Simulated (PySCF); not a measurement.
PySCF input (B3PW91/6-31G* (5d)):

```python
from pyscf import gto, dft

mol = gto.M(
    atom='''
    C    -1.20748795   -0.05475739   -0.02997572
    Si    0.58530938    0.02654272    0.01453023
    H    -1.82230395    0.83895675   -0.07707614
    H    -1.74051796   -1.00052426   -0.01137043
    H     1.36330731   -1.21371511    0.07790906
    H     1.25011096    1.33222888   -0.01303131
    ''',
    basis='6-31g*',
    charge=1,
    spin=1,
    verbose=4,
)

mf = dft.UKS(mol, xc='b3pw91')
mf.grids.level = 3
mf.conv_tol = 1e-9
mf.max_cycle = 100
mf.max_memory = 1500
mf.kernel()
if not mf.converged:
    mf = mf.newton()
    mf.kernel(mf.make_rdm1())
mo, _, stable, _ = mf.stability(return_status=True)
if not stable:
    mf.kernel(mf.make_rdm1(mo, mf.mo_occ))
    stable = mf.stability(return_status=True)[2]
mf.dip_moment()
```

Predict the final energy.

-329.55724 Eh.
